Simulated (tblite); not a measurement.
Species: C₆H₉NO.
Bonds: C1–C2 (double), C2–C3, C3–C4 (double), C3–C5, C5–C6, C6–N7, C6–O8 (double). Hydrogens: H9, H10 on C1; H11 on C2; H12, H13 on C4; H14, H15 on C5; H16, H17 on N7.

Computed with GFN2-xTB (tblite), gas phase: Langevin dynamics at 300 K from the optimised GFN2-xTB geometry, time step 0.5 fs, friction 0.01 fs⁻¹, 2000 steps. The instantaneous temperature is 2·E(kin)/(3Nk) with all 3N coordinates.

```csv
t (fs),T (K),E(pot) above start (eV),C1=C2 (Å),C2–C3 (Å),C3=C4 (Å),C3–C5 (Å),C5–C6 (Å),C1–H9 (Å),C1–C2–C3–C4 (°)
0,259,0.000,1.328,1.457,1.334,1.503,1.526,1.076,-175
50,200,0.432,1.322,1.424,1.328,1.562,1.544,1.036,-171
100,258,0.447,1.332,1.459,1.350,1.526,1.498,1.070,172
150,269,0.587,1.315,1.484,1.299,1.502,1.481,1.071,167
200,233,0.803,1.329,1.467,1.359,1.521,1.507,1.072,168
250,309,0.755,1.330,1.467,1.362,1.486,1.518,1.075,-174
300,333,0.675,1.334,1.458,1.335,1.455,1.554,1.056,-177
350,231,0.640,1.338,1.468,1.371,1.501,1.529,1.092,-174
400,282,0.657,1.318,1.488,1.304,1.519,1.567,1.119,-178
450,301,0.461,1.326,1.467,1.352,1.450,1.541,1.069,-174
500,328,0.645,1.366,1.499,1.300,1.542,1.482,1.046,-174
550,375,0.737,1.293,1.477,1.355,1.523,1.489,1.145,168
600,263,0.786,1.372,1.436,1.323,1.527,1.534,1.082,156
650,275,0.417,1.307,1.479,1.325,1.513,1.545,1.068,-166
700,240,0.640,1.336,1.456,1.331,1.565,1.534,1.039,-143
750,297,0.431,1.332,1.476,1.310,1.475,1.530,1.084,-145
800,224,0.516,1.328,1.449,1.351,1.507,1.485,1.092,-162
850,240,0.542,1.329,1.455,1.301,1.538,1.571,1.058,168
900,401,0.581,1.329,1.461,1.382,1.510,1.520,1.072,-178
950,368,0.418,1.324,1.458,1.341,1.506,1.569,1.081,173
1000,310,0.597,1.364,1.451,1.366,1.510,1.606,1.070,168
```

Task: From 500 fs on, how do temperature and potential energy compare with equipartition?

Result: The mean temperature of these 11 frames is 302 K against the target 300 K, and the mean potential energy 0.57 eV against 45 × kT/2 = 0.58 eV for 45 classical harmonic modes. For 17 atoms in a canonical ensemble the temperature itself scatters by T·√(2/(3N)) = 59 K; here its standard deviation is 58 K. The whole run lasts only 10 friction times of 100 fs, so these averages carry a wide statistical error.

Task: What are the kinetic and total energies of the listed frame with the highest potential energy?

Result: The one at 200 fs, 0.803 eV above the start. Its kinetic energy is 3NkT/2 = 0.513 eV at 233 K, so the sum is 1.32 eV; over the listed frames the sum runs from 0.57 to 1.56 eV, since the thermostat adds and removes energy.

Task: How much do the listed bonds fluctuate from 500 fs on?

Result: 
```json
{"bond": "C1=C2", "at the start (Å)": "1.328", "mean (Å)": "1.335", "standard deviation (Å)": "0.023"}
{"bond": "C2–C3", "at the start (Å)": "1.457", "mean (Å)": "1.463", "standard deviation (Å)": "0.017"}
{"bond": "C3=C4", "at the start (Å)": "1.334", "mean (Å)": "1.335", "standard deviation (Å)": "0.025"}
{"bond": "C3–C5", "at the start (Å)": "1.503", "mean (Å)": "1.520", "standard deviation (Å)": "0.022"}
{"bond": "C5–C6", "at the start (Å)": "1.526", "mean (Å)": "1.533", "standard deviation (Å)": "0.037"}
{"bond": "C1–H9", "at the start (Å)": "1.076", "mean (Å)": "1.076", "standard deviation (Å)": "0.027"}
```

The motion is classical and holds no zero-point motion.

What follows is the cost of the whole dynamics run. On one thread, Intel Xeon at 2.50 GHz (x86_64) (shared host), this took 37 s of wall time and 0.18 GiB of memory at its peak.
